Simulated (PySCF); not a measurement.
H5NSn, SMILES [NH2][SnH3].

The structure is a stationary point at B3LYP-D3(BJ)/def2-TZVP. The def2 effective core potentials stand for the cores of Sn; spin–orbit coupling is left out.

Computed with B3LYP/def2-TZVPD (PySCF).

Computed frontier levels, gap, dipole moment and polarisability:
The highest occupied level is -7.01 eV and the lowest empty level is -0.64 eV. The orbital gap comes out as 6.37 eV. The dipole moment is 1.03 D. The quadrupole, principal values (traceless, Buckingham form, about the centre of nuclear charge) comes out as -6.08, 1.97, 4.11 D·Å and the mean static polarisability is 53.4 bohr³ (7.92 Å³). The polarisability, principal values comes out as 50.6, 51.3, 58.3 bohr³.
